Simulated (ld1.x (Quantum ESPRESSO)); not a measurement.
**nitrogen: variants of one RRKJ potential**

Base potential:

```
Element                 : nitrogen (N)
Generator               : ld1.x (Quantum ESPRESSO) 7.5
Type                    : norm-conserving RRKJ (Kleinman–Bylander form)
Functional              : PBE
Relativity              : non-relativistic
Frozen core             : [He]
Valence charge          : 5
Reference configuration : 2s2 2p2.5 (charge +0.5)
Partial waves           : 2s (bound): rc 1.00 bohr; 2p (bound): rc 1.95 bohr; 3d channel at 0.05 Ry: rc 1.55 bohr
Local potential         : the d channel
Core correction         : a·sin(br)/r model core inside 0.45 bohr
```

Cutoffs, loose and tight: the cutoffs (Ry, on a coarse ladder) from which the occupation-weighted sum of valence levels, in a spherical-Bessel basis at the reference potential, stays within 10 and 1 mRy of its value at 400 Ry. They do not see the model core or the augmentation charge, which bear on the density cutoff. Test errors are all-electron minus pseudo excitation energies from the reference, over the configurations 2s2 2p3; 2s2 2p2; 2s2 2p1; 2s2 2p0; 2s2 2p3.3; 2s1 2p3; 2s0 2p5. A dash means not determined; rows that change the core or the reference have their own tests.

```tsv
change	outcome	cutoff, loose	cutoff, tight	bound ghosts	largest test error (meV)
base	generated	80 Ry	100 Ry	none	+1745
wave 3d channel at 0.05 Ry: rc 1.55 bohr becomes 3d channel at 0.05 Ry: rc 2.14 bohr	generated	80 Ry	100 Ry	none	+1778
local potential the s channel	generated	50 Ry	140 Ry	none	+1764
wave 3d channel at 0.05 Ry: rc 1.55 bohr becomes 3d channel at 2.69 Ry: rc 1.55 bohr	generated	80 Ry	100 Ry	none	+1742
reference 2s2 2p1	generated	80 Ry	100 Ry	none	+1263
scalar-relativistic	generated	80 Ry	100 Ry	none	+1745
core correction a·sin(br)/r model core inside 1.24 bohr	generated	80 Ry	100 Ry	none	+1729
all radii but the core radius scaled by about 0.84 (s 0.84, p 1.64, d 1.30 bohr)	generated	70 Ry	110 Ry	none	+917
functional BP86	generated	80 Ry	100 Ry	none	+1680
wave 2s (bound): rc 1.00 bohr becomes 2s (bound): rc 0.84 bohr	generated	70 Ry	110 Ry	none	+1761
```

Q: What comes out with this change to the base: wave 2p (bound): rc 1.95 bohr becomes 2p (bound): rc 2.28 bohr?

A: outcome: generated; cutoff, loose: 80 Ry; cutoff, tight: 100 Ry; bound ghosts: none; largest test error (meV): +2981.

Q: What comes out with this change to the base: wave 2s (bound): rc 1.00 bohr becomes 2s (bound): rc 1.20 bohr?

A: outcome: generated; cutoff, loose: 55 Ry; cutoff, tight: 70 Ry; bound ghosts: none; largest test error (meV): +1759.

Q: What comes out with this change to the base: type ultrasoft; waves now 2s (bound): rcut 0.85, rcutus 1.00 bohr; 2s channel at 1.4 Ry: rcut 0.85, rcutus 1.00 bohr; 2p (bound): rcut 1.70, rcutus 1.95 bohr; 2p channel at 1.1 Ry: rcut 1.70, rcutus 1.95 bohr; 3d channel at 0.05 Ry: rcut 1.35, rcutus 1.55 bohr; local potential all-electron potential smoothed inside 1.85 bohr (lloc = -1); augmentation PSQ, radius 0.70 bohr?

A: outcome: generated; cutoff, loose: 18 Ry; cutoff, tight: 35 Ry; bound ghosts: none; largest test error (meV): +49.
